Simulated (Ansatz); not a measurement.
Calculated with Ansatz (gas phase, PBE0-D4/def2-TZVP geometries, no zero-point term in ΔE). CCSD(T)/CBS is the MP2 limit (def2-TZVPP, def2-QZVPP) plus CCSD(T) − MP2 in def2-TZVPP, frozen cores. Functionals use def2-TZVPP. B3LYP here is the variant with VWN-RPA as its local correlation; programs differ in this. For Se outer-core shells are correlated without core-valence functions, which leaves a few kJ/mol of doubt a bond. Scalar relativity is left out up to krypton. One conformer a species, not always the lowest.

`B[Se]C=C` + `CC[SiH2][SiH3]` → `B[SiH2][SiH3]` + `C=C[Se]CC`  (redistribution)

```
          level  ΔE (kJ/mol)
       B3LYP-D4        134.6
            PBE        133.9
         r2SCAN        136.7
  HF/def2-TZVPP        137.8
CCSD/def2-TZVPP        136.3
  HF/def2-QZVPP        137.6
 MP2/def2-QZVPP        142.1
 CCSD/CBS(def2)        137.3
```

Task: What does CCSD(T)/CBS give? (Estimate.)

Result: The calculation gave: +137.8 kJ/mol. The listed levels differ from it by -3.2, -3.9, -1.1, 0.0, -1.5, -0.2, 4.3, -0.5 kJ/mol.

Largest T1 diagnostic among the species: 0.014.
